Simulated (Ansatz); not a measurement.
`[F][Ti]([F])([Cl])[Br]` + CH₃SH → `C[S][Ti]([F])([F])[Cl]` + HBr at 700 K and 1 bar (ligand exchange at a Ti–Br bond).

Program: Ansatz. Geometries: PBE0-D4/def2-TZVP. ΔE: electronic, gas phase. CBS: MP2 limit from def2 TZ/QZ plus the TZ coupled-cluster correction, frozen cores. This one scheme is used for every species. For Br, Ti outer-core shells are correlated without core-valence functions, which leaves a few kJ/mol of doubt a bond. Scalar relativity is left out up to krypton. One conformer a species, not always the lowest.

```json
{"species": "`[F][Ti]([F])([Cl])[Br]`", "CCSD(T)/CBS energy (Eh)": "-4081.86855", "H − E (kJ/mol)": "79.1", "S (J/(mol·K))": "445.7"}
{"species": "CH₃SH", "CCSD(T)/CBS energy (Eh)": "-438.22835", "H − E (kJ/mol)": "160.2", "S (J/(mol·K))": "309.0"}
{"species": "`C[S][Ti]([F])([F])[Cl]`", "CCSD(T)/CBS energy (Eh)": "-1946.16025", "H − E (kJ/mol)": "203.6", "S (J/(mol·K))": "531.0"}
{"species": "HBr", "CCSD(T)/CBS energy (Eh)": "-2573.91920", "H − E (kJ/mol)": "36.5", "S (J/(mol·K))": "223.7"}
```

H − E and S are ideal-gas, rigid-rotor, harmonic terms from PBE0-D4/def2-TZVP, for one conformer and one mirror image of each species. 1 Eh = 2625.50 kJ/mol, R = 8.31446 J/(mol·K).

By hand: ΔE, ΔH, ΔS and ΔG.

ΔE = (-1946.16025) + (-2573.91920) − (-4081.86855) − (-438.22835) = 0.01745 Eh = 45.8 kJ/mol. Δ(H − E) = 203.6 + 36.5 − 79.1 − 160.2 = 0.8, so ΔH = 46.6 kJ/mol. ΔS = 531.0 + 223.7 − 445.7 − 309.0 = 0.0 J/(mol·K). ΔG = 46.6 − 700 × (0.0)/1000 = 46.6 kJ/mol.

By hand: the equilibrium constant, and the temperature at which ΔG would vanish if ΔH and ΔS stayed fixed.

log₁₀ K = −ΔG/(RT ln 10) = -3.5. With ΔH or ΔS at zero there is no such temperature.

The number of gas molecules stays the same, so ΔS is small and ΔH decides. A doubt of 5 kJ/mol in ΔE shifts log₁₀ K by 0.4 here. Other conformers and mirror images would add mixing entropy, several J/(mol·K) or more a flexible species. Modes under 60 cm⁻¹, often nearly free rotors, make the harmonic entropy too high. These are equilibria of isolated gas molecules and say nothing of rates. Largest T1 diagnostic: 0.025 (customary marks: 0.02 for closed shells, 0.045 for open ones).

ΔS is within the doubt of such terms, so its sign, and with it that verdict, could turn.
